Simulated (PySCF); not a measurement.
disilanylformaldehyde (CH₆OSi₂), SMILES C([SiH2][SiH3])=O. Atoms are numbered in the order given.

```xyz
10

O      2.3327     0.3869    -0.2546
C      1.5865     0.0821     0.6462
Si    -0.0561    -0.8959     0.3129
Si    -1.6412     0.6483    -0.4880
H      1.8191     0.3959     1.7051
H     -0.5312    -1.5240     1.5827
H      0.2212    -1.9462    -0.7067
H     -2.9370    -0.0344    -0.7740
H     -1.1243     1.2787    -1.7362
H     -1.8663     1.7078     0.5391
```

The structure is a stationary point at B3LYP-D3(BJ)/def2-SVP. One conformer was computed; it need not be the lowest.

All values below come from TDA-PBE/def2-SVPD run with PySCF 2.14.0.

Vertical excitations. Isolated molecule, no solvent.

```tsv
state	energy (eV)	λ (nm)	f	main pairs
S1	3.08	402	0.007	HOMO→LUMO 99 %
S2	4.84	256	0.012	HOMO−1→LUMO 53 %, HOMO→LUMO+1 45 %
S3	5.12	242	0.050	HOMO→LUMO+1 35 %, HOMO→LUMO+2 30 %, HOMO−1→LUMO 22 %, HOMO→LUMO+3 10 %
S4	5.15	241	0.015	HOMO→LUMO+2 69 %, HOMO→LUMO+1 12 %, HOMO−1→LUMO 10 %
S5	5.52	225	0.002	HOMO−2→LUMO 97 %
S6	5.59	222	0.002	HOMO→LUMO+4 74 %, HOMO→LUMO+3 23 %
S7	5.74	216	0.087	HOMO→LUMO+3 39 %, HOMO−3→LUMO 32 %, HOMO→LUMO+4 18 %
S8	5.91	210	0.141	HOMO−3→LUMO 62 %, HOMO→LUMO+3 15 %
S9	6.01	206	0.003	HOMO→LUMO+5 96 %
S10	6.17	201	0.023	HOMO−4→LUMO 94 %
T1	2.38	521	0	HOMO→LUMO 100 %
T2	4.38	283	0	HOMO−1→LUMO 99 %
T3	4.69	264	0	HOMO→LUMO+1 99 %
T4	5.03	247	0	HOMO→LUMO+2 99 %
```
Triplets are in the Tamm–Dancoff approximation.
